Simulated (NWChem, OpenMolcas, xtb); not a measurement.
GeTe (SMILES [Ge][Te]): methods side by side

GeTe: 2 atoms, total charge 0, spin state singlet. SMILES: `[Ge][Te]`. The bond length is the measured one.

```xyz
2

Ge    0.0000    0.0000    0.0000
Te    0.0000    0.0000    2.3402
```

Each level gives the vertical ionisation energy (to the doublet cation) (eV). The values are calculated.

```json
{"level": "GFN1-xTB", "kind": "semi-empirical", "program": "xtb", "value (eV)": "13.06", "CPU time (all runs)": "under 2 s"}
{"level": "HF/def2-TZVP (core potential)", "kind": "Hartree–Fock", "program": "OpenMolcas", "value (eV)": "8.65", "CPU time (all runs)": "23 s"}
{"level": "SVWN5/def2-TZVP (core potential)", "kind": "LDA", "program": "OpenMolcas", "value (eV)": "9.43", "CPU time (all runs)": "39 s"}
{"level": "BLYP/def2-TZVP (core potential)", "kind": "GGA", "program": "NWChem", "value (eV)": "9.01", "CPU time (all runs)": "2.5 min"}
{"level": "M06-L/def2-TZVP (core potential)", "kind": "meta-GGA", "program": "OpenMolcas", "value (eV)": "9.03", "CPU time (all runs)": "67 s"}
{"level": "r2SCAN/def2-TZVP (core potential)", "kind": "meta-GGA", "program": "OpenMolcas", "value (eV)": "9.20", "CPU time (all runs)": "64 s"}
{"level": "B3LYP/def2-TZVP (core potential)", "kind": "global hybrid", "program": "OpenMolcas", "value (eV)": "9.14", "CPU time (all runs)": "49 s"}
{"level": "CAM-B3LYP/def2-TZVP (core potential)", "kind": "range-separated hybrid", "program": "NWChem", "value (eV)": "9.47", "CPU time (all runs)": "3.2 min"}
{"level": "B2PLYP/def2-TZVP (core potential)", "kind": "double hybrid", "program": "NWChem", "value (eV)": "9.38", "CPU time (all runs)": "93 s"}
```

Spin-orbit coupling, which can split open shells on such heavy atoms by tenths of an eV, is left out. The values span 8.65 to 13.06 eV. The xTB values lack the empirical shift that such differences need. CPU times are rough (shared hosts, several kinds of processor): they show what a rung costs within a factor of a few.
